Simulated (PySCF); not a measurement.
Compound: C4H7FO2Si (charge +1 and doublet state).
Geometry (GFN2-xTB, Å), atoms numbered from 1 in this order:
```
atom  x, y, z in Å
O1     0.8302    1.2738   -1.2789
C2     1.6234    1.2942   -0.4017
C3     1.6217    0.3548    0.8231
C4     1.0238   -0.9561    0.5273
F5     1.8237   -2.0018    0.6407
C6    -0.2478   -1.1832    0.0472
O7    -1.0855   -0.2212   -0.1247
Si8   -2.5958    0.0458   -0.8140
H9     2.4511    2.0209   -0.3462
H10    1.0248    0.9091    1.5582
H11    2.6354    0.2321    1.2070
H12   -0.5398   -2.2042   -0.1900
H13   -3.1716   -1.2180   -1.2544
H14   -3.2204    0.6769    0.3489
H15   -2.1776    0.9850   -1.8538
```

The hyperfine couplings belong to this conformer and change with its torsions.

Identity: `O=CC[C+](F)[CH]O[SiH3]` [radical] (charge +1).

Method: UKS B3LYP, pcH-1 on C F H O Si, non-relativistic, mean-field spin-orbit, GIAO (PySCF 2.14.0). Isolated species at its GFN2-xTB geometry (one conformer only). A GFN2-xTB geometry isn't a minimum of the functional, and hyperfine couplings can be far from their values at a DFT geometry, by a factor of two or more for some ions and for spin on atoms past the first row. No stability test was run, so a lower SCF solution isn't excluded.

Largest spin populations (Mulliken): C4 (+0.37), O7 (+0.22), C6 (+0.21) and F5 (+0.07). Three atoms exceed +0.15.

(1) Find Q in a(H) = Q·ρ(C) for the protons on the planar carbons that carry spin.

(2) How do the β-proton couplings of this frozen conformer go with θ, the angle between the C–H bond and the normal to the plane of the spin centre's three neighbours, both seen down the bond from centre to carbon?

Answers

(1) 
```
  H   C    ρ(C)  a(H) (G)  a/ρ (G)
H12  C6  +0.209     -6.32    -30.2
```

One proton gives one ratio, Q = -30.2 G, and no test of linearity.

(2) 
```json
{"β H": "H10", "on": "C3", "centre": "C4", "θ (°)": "35", "cos²θ": "0.67", "a (G)": "+18.69"}
{"β H": "H11", "on": "C3", "centre": "C4", "θ (°)": "86", "cos²θ": "0.00", "a (G)": "-0.16"}
```

Couplings in gauss use g_iso = 2.0048.

The run took 96 s (grids of density and orbitals included) on one thread, Arm Neoverse V2 (aarch64), shared host with 64 logical CPUs at a one-minute load of 41, and the process peaked at 1.1 GiB of memory.

The SMILES draws the unpaired electron on C6; the largest computed Mulliken spin population is on C4 (0.37 against 0.21).
